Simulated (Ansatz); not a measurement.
Cartesian coordinates in Å:
```
C -0.969 0.509 -2.098
C -1.000 -0.249 -0.788
C 0.162 0.047 0.121
O 1.037 0.855 -0.222
C 0.229 -0.629 1.390
C 1.270 -0.374 2.223
O 2.238 0.462 1.947
H -1.835 0.253 -2.710
H -0.973 1.586 -1.927
H -0.065 0.276 -2.663
H -1.917 -0.034 -0.225
H -1.017 -1.333 -0.955
H -0.537 -1.333 1.683
H 1.366 -0.859 3.192
H 2.010 0.822 1.033
```

Charge 0, multiplicity 1.

Task: List the ωB97M-V/def2-TZVPP orbital energies in eV (the Gaussian-basis code of Ansatz). (Best estimate.)

Result: Computed: Occupied: -526.97, -525.96, -284.06, -283.88, -281.77, -281.31, -281.19, -33.09, -31.86, -25.12, -24.26, -21.57, -20.30, -18.37, -17.01, -16.21, -15.84, -15.27, -14.71, -14.48, -13.21, -13.20, -13.00, -12.72, -12.18, -9.97, -9.35. Lowest empty: 0.84, 2.53, 3.30, 3.53, 3.78, 4.34, 4.75, 4.80.
